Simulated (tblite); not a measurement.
Computed values, GFN2-xTB/tblite, gas phase, harmonic and unscaled. The method is semi-empirical: single wavenumbers can be off by several per cent or more. Modes of hydrogen on phosphorus and silicon can be 10 to 20 % off. One conformer each. Open shells enter through the occupations alone, without spin polarisation, and single modes of such species can be off by tens of per cent. Thermal functions are those of the rigid rotor and harmonic oscillator, without mixing of conformers.

Question: Order these by their zero-point energy, highest first (kcal/mol).
A. `C[C@@H]([SiH2][SiH2]O)S(C)(=O)=O`
B. `P[Si]1CCCC1` [radical]
C. `[SiH3]/C=C(/[SiH3])O[SiH3]`
D. `[SiH3]C[C@@H]1CC[SiH2]1`
E. `CO[Si](OC)(O[SiH3])SC`
F. `C#C[Si@@H]1C=C(C)[SiH2]O1`

Answer: E (94.4), A (92.6), D (87.4), B (80.8), F (67.3), C (61.1).

| SMILES | atoms | mass (u) | symmetry number | modes under 300 cm⁻¹ | ZPE (kcal/mol) | S translation (cal/(mol K)) | S rotation | S vibration | S spin | S | Cp |
| --- | --- | --- | --- | --- | --- | --- | --- | --- | --- | --- | --- |
| CO[Si](OC)(O[SiH3])SC | 21 | 184.00 | 1 | 15 | 94.4 | 39.6 | 29.5 | 43.9 | 0.0 | 113.0 | 42.1 |
| C[C@@H]([SiH2][SiH2]O)S(C)(=O)=O | 21 | 184.00 | 1 | 11 | 92.6 | 39.6 | 29.1 | 28.9 | 0.0 | 97.6 | 39.0 |
| [SiH3]C[C@@H]1CC[SiH2]1 | 18 | 116.05 | 1 | 5 | 87.4 | 38.2 | 27.2 | 14.7 | 0.0 | 80.1 | 25.4 |
| P[Si]1CCCC1 | 16 | 117.03 | 1 | 5 | 80.8 | 38.2 | 26.9 | 13.5 | 1.4 | 80.0 | 22.4 |
| C#C[Si@@H]1C=C(C)[SiH2]O1 | 16 | 140.01 | 1 | 8 | 67.3 | 38.8 | 28.2 | 18.4 | 0.0 | 85.4 | 30.3 |
| [SiH3]/C=C(/[SiH3])O[SiH3] | 16 | 134.00 | 1 | 8 | 61.1 | 38.6 | 28.2 | 23.4 | 0.0 | 90.3 | 31.4 |

Entropies and Cp are for 200 K and 1 bar.
